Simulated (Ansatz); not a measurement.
Stretching the N7–H8 bond in CH6BN (SMILES CBN) (multiplicity 1 held, fragments rigid). Energies count from the point at 1.006 Å.
Geometry at that point (charge 0, multiplicity 1):
```xyz
9

B     -0.4047    -0.1348     0.3262
H     -1.2416    -0.4800     1.1105
C      1.1076    -0.5000     0.5440
H      1.2344    -1.5857     0.6075
H      1.4628    -0.1066     1.5020
H      1.7750    -0.1295    -0.2390
N     -0.8350     0.5994    -0.7779
H     -1.7976     0.8444    -0.9374
H     -0.2103     0.9357    -1.4934
```

Signs of static correlation in cc-pVDZ, with CASSCF(2,2), from Ansatz (a quantum-chemistry and plane-wave program) runs.

```json
[
 {"R (Å)": "0.805", "T1 of restricted CCSD": "0.012", "⟨S²⟩ of UHF": "0.000", "largest double amplitude of restricted CCSD": "0.054", "weight of the CASSCF reference in MRCISD": "0.888", "CASSCF natural occupations": "1.99 0.01"},
 {"R (Å)": "0.905", "T1 of restricted CCSD": "0.012", "⟨S²⟩ of UHF": "0.000", "largest double amplitude of restricted CCSD": "0.054", "weight of the CASSCF reference in MRCISD": "0.887", "CASSCF natural occupations": "1.99 0.01"},
 {"R (Å)": "1.006", "T1 of restricted CCSD": "0.012", "⟨S²⟩ of UHF": "0.000", "largest double amplitude of restricted CCSD": "0.055", "weight of the CASSCF reference in MRCISD": "0.887", "CASSCF natural occupations": "1.98 0.02"},
 {"R (Å)": "1.107", "T1 of restricted CCSD": "0.012", "⟨S²⟩ of UHF": "0.000", "largest double amplitude of restricted CCSD": "0.056", "weight of the CASSCF reference in MRCISD": "0.886", "CASSCF natural occupations": "1.98 0.02"},
 {"R (Å)": "1.207", "T1 of restricted CCSD": "0.013", "⟨S²⟩ of UHF": "0.000", "largest double amplitude of restricted CCSD": "0.056", "weight of the CASSCF reference in MRCISD": "0.886", "CASSCF natural occupations": "1.97 0.03"},
 {"R (Å)": "1.358", "T1 of restricted CCSD": "0.014", "⟨S²⟩ of UHF": "0.000", "largest double amplitude of restricted CCSD": "0.057", "weight of the CASSCF reference in MRCISD": "0.885", "CASSCF natural occupations": "1.94 0.06"},
 {"R (Å)": "1.509", "T1 of restricted CCSD": "0.015", "⟨S²⟩ of UHF": "0.024", "largest double amplitude of restricted CCSD": "0.058", "weight of the CASSCF reference in MRCISD": "0.885", "CASSCF natural occupations": "1.91 0.09"},
 {"R (Å)": "1.761", "T1 of restricted CCSD": "0.017", "⟨S²⟩ of UHF": "[?]", "largest double amplitude of restricted CCSD": "0.125", "weight of the CASSCF reference in MRCISD": "0.884", "CASSCF natural occupations": "1.82 0.18"},
 {"R (Å)": "2.012", "T1 of restricted CCSD": "0.020", "⟨S²⟩ of UHF": "0.834", "largest double amplitude of restricted CCSD": "0.249", "weight of the CASSCF reference in MRCISD": "0.884", "CASSCF natural occupations": "1.68 0.32"},
 {"R (Å)": "2.314", "T1 of restricted CCSD": "0.023", "⟨S²⟩ of UHF": "0.948", "largest double amplitude of restricted CCSD": "[?]", "weight of the CASSCF reference in MRCISD": "0.884", "CASSCF natural occupations": "1.50 0.50"},
 {"R (Å)": "2.716", "T1 of restricted CCSD": "0.027", "⟨S²⟩ of UHF": "0.999", "largest double amplitude of restricted CCSD": "0.562", "weight of the CASSCF reference in MRCISD": "0.884", "CASSCF natural occupations": "1.29 0.71"},
 {"R (Å)": "3.219", "T1 of restricted CCSD": "0.032", "⟨S²⟩ of UHF": "1.015", "largest double amplitude of restricted CCSD": "0.702", "weight of the CASSCF reference in MRCISD": "0.884", "CASSCF natural occupations": "1.13 0.87"}
]
```

Fill in the missing entries.


- 1.761, ⟨S²⟩ of UHF: 0.596
- 2.314, largest double amplitude of restricted CCSD: 0.397

Doubts at one or more of the structures used: a restricted determinant that unrestricted orbitals would lower (R-CCSD(T)/cc-pVDZ); other coupled-cluster roots lie near (R-CCSD(T)/cc-pVDZ); a spin-contaminated determinant (U-CCSD(T)/cc-pVDZ); T1 above 0.05 (U-CCSD(T)/cc-pVDZ).
